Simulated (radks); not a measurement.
Problem. The mean radii <r> (bohr) of the occupied orbitals of an atom or ion are listed with their occupations. Method: Dirac Kohn-Sham, BLYP, spin-unpolarised, spherical densities, finite nucleus; Fermi nuclear charge, rms radius of each element as measured or else 0.836 A^(1/3) + 0.57 fm; computed with a radial shooting solver on a logarithmic mesh with Libxc functionals.

| orbital | occ. | <r> |
|---|---|---|
| 1s1/2 | 2 | 0.02037 |
| 2s1/2 | 2 | 0.08589 |
| 2p1/2 | 2 | 0.07146 |
| 2p3/2 | 4 | 0.07874 |
| 3s1/2 | 2 | 0.2249 |
| 3p1/2 | 2 | 0.2146 |
| 3p3/2 | 4 | 0.2283 |
| 3d3/2 | 4 | 0.2012 |
| 3d5/2 | 6 | 0.2055 |
| 4s1/2 | 2 | 0.5070 |
| 4p1/2 | 2 | 0.5156 |
| 4p3/2 | 4 | 0.5465 |
| 4d3/2 | 4 | 0.5723 |
| 4d5/2 | 6 | 0.5829 |
| 5s1/2 | 2 | 1.149 |
| 5p1/2 | 2 | 1.234 |
| 4f5/2 | 6 | 0.6891 |
| 4f7/2 | 4 | 0.6963 |

Name the element and its charge. Open shells, if any, fill j = l - 1/2 first.

Solution. Z = 68, erbium, charge +8: Er8+ in [Kr] 4d10 4f10 5s2 5p2. The 1s radius gives Z: for a bare nucleus <r> = (2 gamma + 1)/(2Z) with gamma = sqrt(1 - (Z/c)^2), 0.02012 bohr for Z = 68, and screening makes it slightly larger (0.02037 here). The occupations add up to 60, and the charge is Z minus that.
